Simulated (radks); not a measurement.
The numbers below are computed, except where a source is named.
Effect of the nuclear size on the germanium ion Ge+, [Ar] 3d10 4s2 4p1. Code: a radial shooting solver on a logarithmic mesh with Libxc functionals. Model: Dirac Kohn-Sham, PBE, spin-unpolarised, spherical densities, finite nucleus; open shells fill j = l - 1/2 first; Fermi nuclear charge, rms radius 4.0742 fm. The rms radius is varied about that value; shifts are against it.

rms radius (fm)  total energy shift (eV)  density at nucleus (e/bohr^3)  1s1/2 shift (meV)  2s1/2 shift (meV)  2p1/2 shift (meV)  3s1/2 shift (meV)  3p1/2 shift (meV)  4s1/2 shift (meV)
3.3286                            -0.113                      3.214e+04              -48.1              -4.68              0.385             -0.694              0.074             -0.049
3.7116                           -0.0577                      3.191e+04              -24.5              -2.39              0.197             -0.354              0.038             -0.025
4.0742                                 0                      3.173e+04              0.000              0.000              0.000              0.000              0.000              0.000
4.4124                            0.0584                      3.157e+04               24.8               2.42             -0.199              0.358             -0.038              0.025
5.0765                             0.186                      3.129e+04               78.8               7.68             -0.632               1.14             -0.122              0.080

Slopes of the eigenvalues against <r^2> in GHz/fm^2, as finite differences over the two radii next to the reference (eigenvalue slopes, not the field-shift constants of lines): 1s1/2 2090, 2s1/2 204, 2p1/2 -16.8, 3s1/2 30.2, 3p1/2 -3.23, 4s1/2 2.11.
